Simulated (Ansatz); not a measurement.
**A geometry optimisation of C2H6F2Hf with PBE0-D4/def2-SVP**

The starting geometry of this gas-phase singlet was optimised with GFN2-xTB.

```yaml
atoms:
  - { symbol: C, position_ang: [-1.6317, 0.1843, 2.3598] }
  - { symbol: C, position_ang: [0.6466, -0.4720, -1.0510] }
  - { symbol: F, position_ang: [-0.4399, -2.6375, 1.1656] }
  - { symbol: F, position_ang: [-2.4860, -1.2624, -0.4504] }
  - { symbol: Hf, position_ang: [-0.8801, -0.8728, 0.5360] }
  - { symbol: H, position_ang: [-0.9151, 0.5588, 3.1012] }
  - { symbol: H, position_ang: [-2.3306, 1.0100, 2.1690] }
  - { symbol: H, position_ang: [-2.2202, -0.5940, 2.8743] }
  - { symbol: H, position_ang: [1.2070, 0.4693, -1.0932] }
  - { symbol: H, position_ang: [0.1425, -0.5695, -2.0257] }
  - { symbol: H, position_ang: [1.4007, -1.2738, -1.0256] }
```

Task: Predict what it relaxes into with PBE0-D4/def2-SVP.

Result: It keeps its bonds.

The energy falls by 0.48 eV over 24 steps:

```
step  E − E(last) (eV)
   1             0.480
   4             0.095
   6             0.020
   9             0.014
  11             0.011
  14             0.006
  16             0.002
  19             0.001
  21             0.000
  24             0.000
```

Final geometry (Å):

```tsv
atom	x (Å)	y (Å)	z (Å)
C	-1.3533	0.0706	2.1541
C	0.4181	-0.3836	-0.8085
F	-0.5800	-2.9874	1.0394
F	-2.8137	-1.2138	-0.5684
Hf	-1.1770	-1.2780	0.4206
H	-0.3959	0.1343	2.7032
H	-1.6206	1.0942	1.8335
H	-2.1230	-0.2579	2.8755
H	0.1500	0.6439	-1.1161
H	0.6220	-0.9583	-1.7300
H	1.3665	-0.3238	-0.2433
```

No frequencies were run, so the end isn't proven a minimum. Atoms past krypton carry core potentials, without spin–orbit terms. Run with Ansatz 0.2.0, 70 s on 2 threads of Arm Neoverse V2, on a shared host.
